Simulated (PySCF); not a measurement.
## From a raw peak list to a structure

Formula C₁₂H₁₁N. The spectrum was simulated from the full spin Hamiltonian at 600 MHz with 0.8 Hz Lorentzian lines, from shifts rounded to 0.01 ppm and J to 0.1 Hz, couplings under 1 Hz left out.

```tsv
region	integral (H)	ppm	Hz	height
1	1	8.317	4990.1	8
1		8.315	4989.1	9
1		8.314	4988.5	9
1		8.312	4987.4	8
1		8.308	4984.6	8
1		8.306	4983.6	9
1		8.305	4983.0	9
1		8.303	4982.0	8
2	1	7.266	4359.4	6
2		7.263	4357.7	6
2		7.252	4351.2	9
2		7.251	4350.8	9
2		7.249	4349.6	9
2		7.248	4349.1	9
2		7.238	4342.6	7
2		7.235	4340.9	7
3	4	7.100	4259.9	6
3		7.097	4258.3	3
3		7.089	4253.2	85
3		7.086	4251.3	36
3		7.078	4247.1	27
3		7.078	4246.8	27
3		7.066	4239.6	3
3		7.064	4238.6	6
4	1	7.003	4201.7	5
4		7.000	4199.8	6
4		6.996	4197.3	3
4		6.993	4195.7	4
4		6.991	4194.9	5
4		6.991	4194.4	5
4		6.989	4193.4	8
4		6.986	4191.8	4
4		6.985	4190.9	3
4		6.982	4188.9	2
4		6.979	4187.2	4
4		6.978	4186.9	4
4		6.975	4185.1	3
5	1	6.868	4120.8	15
5		6.866	4119.8	15
5		6.853	4112.1	14
5		6.852	4111.1	14
6	1	6.701	4020.8	13
6		6.692	4015.2	13
6		6.688	4012.7	13
6		6.679	4007.2	12
7	2	3.950	2370.0	100
```

[PySCF 2.14.0 with density-fitted response routines: J couplings at B3LYP/pcJ-1 (without the spin–dipole term); shieldings: GIAO KT2/pcSseg-1; PBE0-D3(BJ)/def2-SVP structure; no solvent; a single conformation; no relativistic terms; equivalent nuclei averaged]

Scale: 1H against TMS (reference shieldings calculated alike).

Question: Analyse the multiplets.

Answer: 1H NMR (600 MHz, computed): δ 8.31 (dt, J = 5.5, 1.3 Hz, 1H), 7.25 (td, J = 8.4, 1.7 Hz, 1H), 7.09 (m, 2H), 7.08 (m, 2H), 6.99 (m, 1H), 6.86 (dd, J = 8.7, 1.0 Hz, 1H), 6.69 (dd, J = 8.1, 5.5 Hz, 1H), 3.95 (s, 2H). These are first-order names from the parameters used; overlap and second-order distortion can hide them in the list.

Question: What is the compound?

Answer: SMILES c1ccc(Cc2ccccn2)cc1.

Atoms are numbered as in `[cH:1]1[cH:2][cH:3][c:4]([CH2:5][c:6]2[cH:7][cH:8][cH:9][cH:10][n:11]2)[cH:12][cH:13]1` (H(Xn): hydrogen on atom n).

1. δ 8.31: H(C10), hydrogen on an aromatic CH next to a ring nitrogen, coupled to H(C9) (5.5 Hz), H(C8) and H(C7) (1.3 Hz).
2. δ 7.25: H(C8), hydrogen on an aromatic CH, coupled to H(C7) and H(C9) (8.4 Hz), H(C10) (1.7 Hz).
3. δ 7.09: H(C3)/H(C12), hydrogen on an aromatic CH, coupled to H(C2)/H(C13) (8.5 Hz).
4. δ 7.08: H(C2)/H(C13), hydrogen on an aromatic CH, coupled to H(C3)/H(C12) and H(C1) (8.4 Hz).
5. δ 6.99: H(C1), hydrogen on an aromatic CH, coupled to H(C2)/H(C13) (8.3 Hz).
6. δ 6.86: H(C7), hydrogen on an aromatic CH, coupled to H(C8) (8.7 Hz), H(C10) (1.0 Hz).
7. δ 6.69: H(C9), hydrogen on an aromatic CH, coupled to H(C8) (8.1 Hz), H(C10) (5.5 Hz).
8. δ 3.95: H(C5), hydrogen on an sp3 CH2 on an aromatic ring.

The data come from this structure; uniqueness wasn't tested.

Splittings below 1 Hz are ignored in the labels, and close J values are merged. Couplings among chemically equivalent protons are left out too, so labels in AA′BB′ or AA′XX′ sets are apparent multiplicities. Unscaled 3J(H,H) at this level run about 10 % above measured values.
